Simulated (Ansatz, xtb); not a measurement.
**Relaxing a trial structure of C3H9FGeSi**

The starting geometry of this gas-phase singlet was built from a drawn formula by distance geometry and a force field; its bonds are those of `[CH3][Ge]1([F])[CH2][SiH2][CH2]1`.

```xyz
15

C     0.0686    1.2818    1.1353
C     0.0557   -0.9995   -1.1344
C    -1.7459   -1.3449    0.6382
F     1.1501   -1.5846    1.6925
Ge    0.0548   -0.6479    0.7345
Si   -1.7408   -1.7033   -1.1353
H     1.1017    1.7632    0.9110
H    -0.7061    1.8351    0.5169
H    -0.1958    1.4985    2.1940
H     0.1474   -0.0781   -1.7639
H     0.8145   -1.7947   -1.4011
H    -2.6467   -0.8592   -1.9281
H    -1.7369   -3.1928   -1.4518
H    -2.4960   -0.5501    0.9330
H    -1.8469   -2.2479    1.2835
```

Where would you expect an optimisation with r2SCAN-D4/def2-SVP to take it?

It keeps its bonds, and is `[CH3][Ge]1([F])[CH2][SiH2][CH2]1`.

The energy falls by 0.76 eV over 16 steps:

| step | E − E(last) (eV) |
| --- | --- |
| 1 | 0.760 |
| 3 | 0.047 |
| 4 | 0.040 |
| 6 | 0.005 |
| 8 | 0.003 |
| 9 | 0.002 |
| 11 | 0.001 |
| 13 | 0.000 |
| 14 | 0.000 |
| 16 | 0.000 |

Final geometry (Å):

```yaml
atoms:
  - { symbol: C, position_ang: [0.0508, 1.3793, 1.1238] }
  - { symbol: C, position_ang: [0.1232, -1.0807, -1.2073] }
  - { symbol: C, position_ang: [-1.8041, -1.4319, 0.7452] }
  - { symbol: F, position_ang: [1.1086, -1.3416, 1.6769] }
  - { symbol: Ge, position_ang: [-0.0637, -0.5014, 0.6714] }
  - { symbol: Si, position_ang: [-1.6987, -1.6434, -1.1479] }
  - { symbol: H, position_ang: [1.0659, 1.7532, 0.9245] }
  - { symbol: H, position_ang: [-0.6666, 1.9583, 0.5226] }
  - { symbol: H, position_ang: [-0.1789, 1.5245, 2.1897] }
  - { symbol: H, position_ang: [0.4234, -0.3326, -1.9564] }
  - { symbol: H, position_ang: [0.8299, -1.9269, -1.2600] }
  - { symbol: H, position_ang: [-2.5946, -0.6792, -1.8593] }
  - { symbol: H, position_ang: [-1.9662, -3.0226, -1.6597] }
  - { symbol: H, position_ang: [-2.6647, -0.8947, 1.1715] }
  - { symbol: H, position_ang: [-1.6863, -2.3849, 1.2893] }
```

From the same start GFN2-xTB reaches the same bonding as this run.

The end wasn't checked by frequencies. Run with Ansatz 0.2.0, 53 s on 4 threads of Arm Neoverse V1, on a shared host.
